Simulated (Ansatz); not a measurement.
Species: LaClF$_{2}$, charge 0, multiplicity 1. SMILES: [F][La]([F])[Cl]

Atoms: La1, F2, F3, Cl4. Bonds: La1-F2, La1-F3, La1-Cl4.

Bond lengths (Å) and angles (degrees) optimised at HF/6-31G* with LANL2DZ past Ar with Ansatz (a quantum-chemistry and plane-wave program); PBE/6-31G* with LANL2DZ past Ar with Ansatz; B3LYP/LANL2DZ with Ansatz; B3LYP/6-31G* with LANL2DZ past Ar with Ansatz, each started from the B3LYP-D3(BJ)/def2-TZVP structure (Ansatz) of the last column. A row stands for all coordinates that are equal there. 6-31G* holds six Cartesian d functions. No wavenumbers were computed at PBE/6-31G* with LANL2DZ past Ar, B3LYP/LANL2DZ, so these may be saddle points.

```tsv
coordinate	HF/6-31G* with LANL2DZ past Ar	PBE/6-31G* with LANL2DZ past Ar	B3LYP/LANL2DZ	B3LYP/6-31G* with LANL2DZ past Ar	B3LYP-D3(BJ)/def2-TZVP
La1-F2	2.123	2.119	2.169	2.117	2.149
La1-Cl4	2.739	2.660	2.687	2.677	2.655
F2-La1-F3	115.4	107.6	111.8	109.4	114.8
F2-La1-Cl4	121.2	111.1	114.7	113.2	117.2
```

Mean signed difference of all 3 bond lengths from B3LYP-D3(BJ)/def2-TZVP: HF/6-31G* with LANL2DZ past Ar 0.011 Å, PBE/6-31G* with LANL2DZ past Ar -0.018 Å, B3LYP/LANL2DZ 0.025 Å, B3LYP/6-31G* with LANL2DZ past Ar -0.013 Å.
